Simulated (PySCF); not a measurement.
B(Cl)(OMe)(SH) (CH4BClOS), SMILES COB(S)Cl. Atoms are numbered in the order given.

```xyz
9

B     -0.1360    -0.1388     0.0000
Cl    -0.5310    -1.8606     0.0000
O     -1.1547     0.7316     0.0000
C     -0.9705     2.1271     0.0000
H     -0.4173     2.4556     0.8955
H     -1.9605     2.6018     0.0000
H     -0.4173     2.4556    -0.8955
S      1.5888     0.4367     0.0000
H      2.1412    -0.7925     0.0000
```
Charge 0, spin multiplicity 1.

Coordinates come from a PBE0-D3(BJ)/def2-SVP optimisation. The structure was generated by enumeration, and PubChem lists no compound with its InChIKey, so it may never have been made. Other conformers were not sampled.

Calculation: PBE0-D3(BJ)/def2-SVP (PySCF).

Frequencies are harmonic and unscaled.

Question: Estimate the vibrational spectrum. (Estimate from the structure and the level; the computed values follow.)

Answer: 
```json
[
 {"mode": "1", "ν (cm⁻¹)": "76", "IR (km/mol)": "0.0", "moving atoms (share of kinetic energy)": "H 97 %"},
 {"mode": "2", "ν (cm⁻¹)": "155", "IR (km/mol)": "6.8", "moving atoms (share of kinetic energy)": "O 45 %, H 23 %, C 18 %"},
 {"mode": "3", "ν (cm⁻¹)": "189", "IR (km/mol)": "3.8", "moving atoms (share of kinetic energy)": "C 38 %, S 32 %, H 21 %"},
 {"mode": "4", "ν (cm⁻¹)": "254", "IR (km/mol)": "1.4", "moving atoms (share of kinetic energy)": "Cl 34 %, S 31 %, O 13 %, B 9 %"},
 {"mode": "5", "ν (cm⁻¹)": "354", "IR (km/mol)": "22.5", "moving atoms (share of kinetic energy)": "H 90 %"},
 {"mode": "6", "ν (cm⁻¹)": "390", "IR (km/mol)": "5.2", "moving atoms (share of kinetic energy)": "Cl 34 %, O 31 %, C 20 %, H 11 %"},
 {"mode": "7", "ν (cm⁻¹)": "518", "IR (km/mol)": "9.2", "moving atoms (share of kinetic energy)": "B 81 %, O 13 %"},
 {"mode": "8", "ν (cm⁻¹)": "533", "IR (km/mol)": "7.3", "moving atoms (share of kinetic energy)": "S 37 %, O 31 %, Cl 18 %, B 8 %"},
 {"mode": "9", "ν (cm⁻¹)": "785", "IR (km/mol)": "22.1", "moving atoms (share of kinetic energy)": "H 83 %"},
 {"mode": "10", "ν (cm⁻¹)": "1028", "IR (km/mol)": "335.1", "moving atoms (share of kinetic energy)": "B 77 %"},
 {"mode": "11", "ν (cm⁻¹)": "1080", "IR (km/mol)": "13.6", "moving atoms (share of kinetic energy)": "C 39 %, O 31 %, B 20 %, H 9 %"},
 {"mode": "12", "ν (cm⁻¹)": "1176", "IR (km/mol)": "0.3", "moving atoms (share of kinetic energy)": "H 76 %, C 19 %"},
 {"mode": "13", "ν (cm⁻¹)": "1196", "IR (km/mol)": "12.2", "moving atoms (share of kinetic energy)": "H 72 %, C 20 %"},
 {"mode": "14", "ν (cm⁻¹)": "1394", "IR (km/mol)": "423.5", "moving atoms (share of kinetic energy)": "B 33 %, O 27 %, H 26 %, C 14 %"},
 {"mode": "15", "ν (cm⁻¹)": "1469", "IR (km/mol)": "18.3", "moving atoms (share of kinetic energy)": "H 96 %"},
 {"mode": "16", "ν (cm⁻¹)": "1475", "IR (km/mol)": "11.5", "moving atoms (share of kinetic energy)": "H 97 %"},
 {"mode": "17", "ν (cm⁻¹)": "1504", "IR (km/mol)": "142.0", "moving atoms (share of kinetic energy)": "H 62 %, B 18 %, O 17 %"},
 {"mode": "18", "ν (cm⁻¹)": "2745", "IR (km/mol)": "1.5", "moving atoms (share of kinetic energy)": "H 97 %"},
 {"mode": "19", "ν (cm⁻¹)": "3042", "IR (km/mol)": "31.3", "moving atoms (share of kinetic energy)": "H 97 %"},
 {"mode": "20", "ν (cm⁻¹)": "3132", "IR (km/mol)": "16.5", "moving atoms (share of kinetic energy)": "H 90 %, C 10 %"},
 {"mode": "21", "ν (cm⁻¹)": "3177", "IR (km/mol)": "13.8", "moving atoms (share of kinetic energy)": "H 90 %, C 10 %"}
]
```
